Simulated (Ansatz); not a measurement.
Basis-set extrapolation for CH5BOSSi, SMILES `SB1OC[SiH2]1` (PBE0-D4/def2-TZVP geometry, frozen core, Ansatz 0.2.0). Multiplicity 1, RHF reference.

```
                      def2-TZVPP   def2-QZVPP
                 HF  -826.896402  -826.922745
    MP2 correlation    -0.793489    -0.853368
CCSD(T) correlation    -0.879786      not run
```

Energies in hartree. Use E(X) = E(∞) + A·exp(−7.88·√X) for Hartree–Fock and E(X) = E(∞) + B·X^(−2.97) for correlation, with X = 3 and 4, and add CCSD(T) minus MP2 of the smaller set to the MP2 limit.

**Question.** What is the CCSD(T) energy at the basis-set limit?

**Answer.** HF limit: -826.922745 + (-0.026343) × 0.13774 = -826.92637. MP2 limit: -0.853368 + (-0.059879) × 0.74074 = -0.89772. Higher-order term: -0.879786 − (-0.793489) = -0.08630. Total: -827.91039 hartree, 84.2 kcal/mol below CCSD(T)/def2-TZVPP.
